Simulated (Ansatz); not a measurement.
Harmonic frequencies (cm⁻¹) at PBE0-D4/def2-TZVP from Ansatz: 132, 236, 254, 455, 555, 612, 633, 1034, 1153, 1206, 1330, 1422, 2166, 3141, 3803.

Each molecule was computed in one conformer, which needn't be the lowest.

(1) Which molecule is it?
A. `FB1CB1F`
B. `O=C(S)[SeH]`
C. `OC(F)[TeH]`
D. `B[NH][AlH][Cl]`

Answers

(1) C.
